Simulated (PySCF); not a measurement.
## From computed data to an observable: dipole moment from atomic charges

FH₃O₂SeSi, SMILES [SeH][Si](O)(F)O. Atoms are numbered in the order given.

```xyz
8

O     -1.6042    -1.2071     0.6087
Si    -0.8333     0.0711    -0.0716
O     -1.4681     1.4246     0.6251
F     -1.1019     0.1278    -1.6714
Se     1.4142    -0.1503     0.1786
H     -2.4932    -1.0335     0.9449
H     -1.0461     2.2701     0.4319
H      1.6186    -0.0124    -1.2753
```
Charge 0, spin multiplicity 1.

Geometry optimised at B3LYP-D3(BJ)/def2-SVP. This is a generated structure with no PubChem entry under its InChIKey; it may be hypothetical. One conformer was computed; it need not be the lowest.

Charges (e) from PBE/def2-TZVP (PySCF):

```csv
atom,ESP fit,IAO
O1,-0.588,-0.770
Si2,0.657,1.469
O3,-0.557,-0.778
F4,-0.263,-0.519
Se5,-0.192,-0.247
H6,0.447,0.378
H7,0.370,0.381
H8,0.126,0.085
```

The dipole moment of the full density is 1.60 D.

Task: What dipole moment does each set of point charges give, and which comes closer to that of the density?

Result: 
μ = Σ q r, and 1 e Å = 4.8032 D.
ESP fit: Σ q r = (-0.066, 0.335, 0.074) e Å, |μ| = 1.68 D.
IAO: Σ q r = (0.172, 0.370, 0.176) e Å, |μ| = 2.13 D.
ESP fit comes closer in size. Point charges leave out the atoms' own dipoles (lone pairs, polarised bonds); fits to the potential absorb them, partitions of the density don't.
